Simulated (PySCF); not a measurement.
C3H7FSi2, SMILES C[SiH2]C#C[SiH2]F.

Geometry optimised at B3LYP-D3(BJ)/def2-SVP. The structure was generated by enumeration, and PubChem lists no compound with its InChIKey, so it may never have been made.

Vertical ionisation energy (IE) and electron affinity (EA) in eV. Rows of orbital energies are one-electron estimates. Where ΔSCF, EOM or ADC give a negative EA the extra electron is unbound and the value depends on the basis.

```csv
level,IE,EA
"−ε(HOMO), −ε(LUMO), r2SCAN/def2-TZVP (PySCF)",7.31,1.90
"−ε(HOMO), −ε(LUMO), PBE/def2-TZVP (PySCF)",7.05,2.11
```
